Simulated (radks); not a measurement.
Values are calculated unless marked as measured or tabulated.
Ionisation of the potassium ion K12+, [He] 2s2 2p3, to [He] 2s2 2p2 as the strength of local exchange is varied. Code: a radial shooting solver on a logarithmic mesh with Libxc functionals. Model: scalar-relativistic Kohn-Sham, Slater X-alpha exchange (alpha = 2/3 is LDA exchange), no correlation, spin-polarised, spherical densities, point nucleus; open shells are filled with parallel spins first.

\begin{tabular}{lrrrrr}
alpha & E(K12+) (hartree) & exchange (hartree) & IE (eV) & -e of the level emptied (eV) & <r> of it (bohr) \\ \hline
0.667 & -509.03805 & -20.00634 & 714.97 & 680.21 (2p) & 0.3147 \\
0.727 & -510.84062 & -21.85783 & 720.97 & 686.33 (2p) & 0.3135 \\
0.739 & -511.20164 & -22.22916 & 722.18 & 687.56 (2p) & 0.3132 \\
0.845 & -514.39815 & -25.52407 & 732.86 & 698.44 (2p) & 0.3112 \\
0.897 & -515.97114 & -27.15021 & 738.13 & 703.82 (2p) & 0.3102 \\
0.901 & -516.09227 & -27.27556 & 738.54 & 704.23 (2p) & 0.3101 \\
0.959 & -517.85082 & -29.09747 & 744.45 & 710.25 (2p) & 0.3090 \\
1.037 & -520.22208 & -31.56023 & 752.43 & 718.40 (2p) & 0.3075 \\
\end{tabular}

NIST Atomic Spectra Database: 714.7 eV (semi-empirical). The central value is not met in this range of alpha. Open shells are spherical and high-spin; term and fine-structure splittings are not resolved.
